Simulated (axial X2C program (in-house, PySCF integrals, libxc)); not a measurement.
**Potential curves of TaCl⁻, without spin–orbit coupling**

Computed with an in-house relativistic program for diatomic molecules. Spin-free means the one-electron spin-free X2C Hamiltonian. Basis: Ta dyall-acv3z [14s15p10d7f4g], Cl dyall-av3z [9s8p3d2f] (cores contracted in-house); Gaussian nuclei, density fitting, unrestricted open shells. Masses: Ta 180.948 u, Cl 34.969 u.

State: M_S = 3/2, Λ = 1 (beyond evenly filled blocks: π+α, δ+α, δ-α). Energies in cm⁻¹ from the fragments at the same level (Ta + Cl-). Fits are polynomials in 1 − R0/R over 0.85 to 1.23 times the lowest point R0.

| R (Å) | HF | BP86 | CCSD |
| --- | --- | --- | --- |
| 2.0976 | -4652 | -13584 |  |
| 2.1940 | -8728 | -16182 | -11368 |
| 2.2663 | -10558 | -17126 | -12972 |
| 2.3387 | -11625 | -17467 | -13837 |
| 2.4110 | -12121 | -17373 | -14150 |
| 2.4954 | -12180 | -16884 | -14022 |
| 2.5798 | -11849 | -16132 | -13527 |
| 2.6883 | -11061 | -14947 |  |
| 2.8209 | -9803 | -13365 |  |
| 3.0137 | -7809 | -11098 |  |

Correlated methods: 13 electrons correlated (number of frozen shells: Ta 5 s, 4 p, 2 d, 1 f; Cl 2 s, 1 p), 331 virtual spin orbitals or spinors in MP2, 90 natural virtuals in coupled cluster.

Occupations by symmetry block were frozen at the best pattern of an incomplete PBE0 search. De is counted from the lowest determinant-based energies of the atoms at the same level, without counterpoise correction. CCSD ran in a truncated set of natural virtual spinors with an MP2 remainder; without triples it tends to underbind. PBE0 can misorder states that lie within some tenths of an eV, so this need not be the ground state of the molecule. The nearest other spin-free determinant of the search, M_S = 3/2, Λ = 2, lies 0.04 eV up at the distance of the search. The functionals have no current-density term, which raises determinants with orbital currents, atoms included. The outer-core s and p shells of the metal are frozen in the correlated rows, which leaves out core–valence correlation; for alkali and alkaline-earth bonds that tends to lengthen them. The highest occupied level of some functionals is positive through self-interaction error; at Hartree–Fock it is bound. The determinant is spin-polarised beyond a pure state at some levels (its spin-free form has ⟨S²⟩ too high), which makes Re and μ there less reliable. The T1 diagnostic is large, a sign of multireference character. With the outer-core shells frozen, correlated bond lengths of heavy atoms tend to come out a few hundredths of an ångström too long. Hartree–Fock gets electron affinities wrong, so its lowest charge split need not be the true one. With spin–orbit coupling the lowest determinant has another configuration, so this spin-free state is a model. Coupled cluster ran on the points near the minimum only. MP2 and coupled cluster on one determinant become unreliable at the stretched end.

(1) What are Re, ωe and De at the HF level?

(2) Fit the BP86 curve near its minimum: give the equilibrium distance, the harmonic wavenumber and the well depth.

(3) Fit the CCSD curve near its minimum: give the equilibrium distance, the harmonic wavenumber and the well depth.

Results:

(1) At HF, spin-free: Re = 2.463 Å, ωe ≈ 269 cm⁻¹, De = 1.51 eV to Ta + Cl-; Be follows as 0.0949 cm⁻¹.

(2) At BP86, spin-free: Re = 2.356 Å, ωe ≈ 295 cm⁻¹, De = 2.17 eV to Ta + Cl-; Be follows as 0.104 cm⁻¹.

(3) At CCSD, spin-free: Re = 2.429 Å, ωe ≈ 284 cm⁻¹, De = 1.76 eV to Ta + Cl-; Be follows as 0.0975 cm⁻¹.
